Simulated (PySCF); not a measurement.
GaBr3, SMILES [Br][Ga]([Br])[Br].

Coordinates come from a PBE0-D3(BJ)/def2-SVP optimisation. The isomer is the one that the SMILES or the coordinates give; other isomers of the formula were not compared.

All values below come from r2SCAN/def2-TZVP (PySCF).

Isolated molecule, no solvent.

Computed frontier levels, gap, dipole moment and polarisability:
```yaml
highest_occupied_level: -7.76 eV
lowest_empty_level: -2.91 eV
orbital_gap: 4.86 eV
dipole_moment: 0.00 D
quadrupole, principal values (traceless, Buckingham form, about the centre of nuclear charge): -1.82, -1.82, 3.65 D·Å
mean_static_polarisability: 86.8 bohr³ (12.87 Å³)
polarisability_principal_values: 59.0, 100.8, 100.8 bohr³
```
